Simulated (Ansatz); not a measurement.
Species: C$_{2}$H$_{5}$NO, SMILES `C/N=C\O` (N–C–O–H torsion 0°) (charge 0, multiplicity 1).

Q: Give a relaxed geometry from B3LYP-D3(BJ)/def2-TZVP (Ansatz, a quantum-chemistry and plane-wave program).

A: One answer among several that fit: the end point of this relaxation, one of several conformers (outside a Z-matrix the atoms follow the SMILES, hydrogens last).
Z-matrix (Å, degrees):
```
N
C 1 1.2580
O 2 1.3602 1 128.80
H 3 0.9664 2 110.08 1 0.00
H 2 1.0853 1 121.06 3 -180.00
C 1 1.4543 2 118.95 5 -180.00
H 6 1.0882 1 109.12 2 -180.00
H 6 1.0978 7 107.40 1 -121.96
H 6 1.0978 7 107.40 8 -116.08
```
